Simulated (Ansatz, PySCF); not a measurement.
System: CsLi (charge 0, singlet). 
Geometry from a B3LYP-D3(BJ)/def2-TZVP (Ansatz, an electronic-structure program) optimisation:
```xyz
2

Li     0.0000     0.0000    -3.5534
Cs     0.0000     0.0000     0.1938
```
Charge 0, spin multiplicity 1.

Quantity: vertical ionisation energy (to the doublet state of charge +1; each state is the SCF solution reached for its spin; for the singlet the Hartree-Fock reference is unstable and T1 is 0.036), in eV. Correlated levels leave the core frozen unless marked. UHF or UKS for open shells. Spin-orbit coupling is left out. Frozen are the shells of the preceding noble gas and the d and f shells that filled before the atom's block. The outer core of K, Ca and their heavier congeners is not correlated, a term that matters for these elements. Past Kr the def2 sets carry scalar-relativistic core potentials. CBS(X,Y): correlation extrapolated as X^-3; Hartree-Fock from the larger set.

```
level                                 program  vertical ionisation energy (eV)
------------------------------------  -------  -------------------------------
SVWN5/def2-TZVPD                       Ansatz                             4.45
PBE/def2-TZVPD                         Ansatz                             4.33
r2SCAN/def2-TZVPD                      Ansatz                             4.01
B3LYP/def2-TZVPD                       Ansatz                             4.33
PBE0/def2-TZVPD                        Ansatz                             4.22
BHLYP/def2-TZVPD                       Ansatz                             4.13
CAM-B3LYP/def2-TZVPD                   Ansatz                             4.22
wB97M-V/def2-TZVPD                     Ansatz                             4.28
wB97X-V/def2-TZVPD                     Ansatz                             4.10
CCSD/def2-SVPD                         Ansatz                             3.99
CCSD/def2-TZVPPD                       Ansatz                             4.05
CCSD/def2-QZVPPD                       Ansatz                             4.06
CCSD/CBS(def2-TZVPPD,def2-QZVPPD)      Ansatz                             4.08
CCSD(T)/def2-SVPD                      Ansatz                             3.99
CCSD(T)/def2-TZVPPD                    Ansatz                             4.05
CCSD(T)/def2-QZVPPD                    Ansatz                             4.06
CCSD(T)/CBS(def2-TZVPPD,def2-QZVPPD)   Ansatz                             4.08
```

For comparison, minus the highest occupied orbital energy (PySCF): 2.55 eV at TPSS/def2-TZVPD, 3.49 eV at M06-2X/def2-TZVPD, 2.73 eV at TPSSh/def2-TZVPD.
